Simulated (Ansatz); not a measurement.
BO₃H₃⁺, that is B(OH)3 with one electron fewer. The state is a doublet with charge 1. Geometry r2SCAN-D4/def2-TZVP, that of the neutral singlet; atoms count from 1.

```xyz
7

B    -0.0736    0.1552    0.1499
O    -0.1959    0.5432    1.4515
H     0.1841   -0.1059    2.0512
O     0.5462   -1.0483   -0.1183
H     0.6123   -1.2844   -1.0469
O    -0.5846    1.0138   -0.7884
H    -0.4884    0.7265   -1.6990
```

Estimate the Mulliken populations from the PBE0/def2-TZVP orbitals of Ansatz.


```json
{"atom": "B1", "charge (e)": "0.31", "spin (α − β)": "-0.08"}
{"atom": "O2", "charge (e)": "-0.02", "spin (α − β)": "0.67"}
{"atom": "H3", "charge (e)": "0.42", "spin (α − β)": "-0.02"}
{"atom": "O4", "charge (e)": "-0.29", "spin (α − β)": "0.09"}
{"atom": "H5", "charge (e)": "0.37", "spin (α − β)": "0.00"}
{"atom": "O6", "charge (e)": "-0.17", "spin (α − β)": "0.35"}
{"atom": "H7", "charge (e)": "0.38", "spin (α − β)": "-0.01"}
```
Mulliken values and Mayer orders depend strongly on the basis.

Where does the spin sit?

Summed by element: B -0.08, O 1.11, H -0.03, of 1 unpaired in all. Largest on single atoms: O2 0.67, O6 0.35, O4 0.09.

And the Mayer bond orders between bonded heavy atoms (over 0.3)?

B1–O2 1.17 (1.36 Å); B1–O4 1.38 (1.38 Å); B1–O6 1.28 (1.37 Å).
